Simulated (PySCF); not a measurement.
# Radial density of Fe⁻ (iron, charge -1)

PW91, [Ar] 3d7 4s2, high-spin 4F determinant. Calculation: PySCF 2.14, in aug-cc-pVTZ (8s7p5d3f2g, 93 functions); no relativity, point nucleus.

| r (bohr) | 4πr²ρ (e/bohr) | 4πr²(ρα − ρβ) |
| --- | --- | --- |
| 0.00104 | 0.1525 | 0.0000 |
| 0.00175 | 0.4159 | 0.0000 |
| 0.00294 | 1.106 | 0.0001 |
| 0.00494 | 2.821 | 0.0002 |
| 0.00830 | 6.701 | 0.0005 |
| 0.0140 | 14.14 | 0.0011 |
| 0.0235 | 24.53 | 0.0018 |
| 0.0395 | 31.11 | 0.0020 |
| 0.0665 | 26.76 | 0.0032 |
| 0.112 | 25.87 | 0.0275 |
| 0.188 | 34.77 | 0.1927 |
| 0.316 | 20.15 | 0.9071 |
| 0.532 | 14.35 | 2.2725 |
| 0.895 | 14.23 | 2.3653 |
| 1.51 | 4.044 | 1.0852 |
| 2.53 | 1.198 | 0.2842 |
| 4.26 | 0.4518 | -0.0014 |
| 7.16 | 0.09859 | -0.0273 |
| 12.0 | 0.008101 | -0.0041 |
| 20.3 | 1.116e-05 | 0.0000 |

At PW91 the highest occupied level has a positive energy, so only the finite basis holds that electron; in a semilocal or global hybrid functional this comes from self-interaction and does not mean that the real anion is unbound.

Problem. Where is the radial spin density 4πr²(ρα − ρβ) most negative, and why is it negative at all?

Solution. Around r = 7.16 bohr, down to -0.0273 e/bohr: exchange with the open shell polarises the paired shells in an unrestricted calculation.
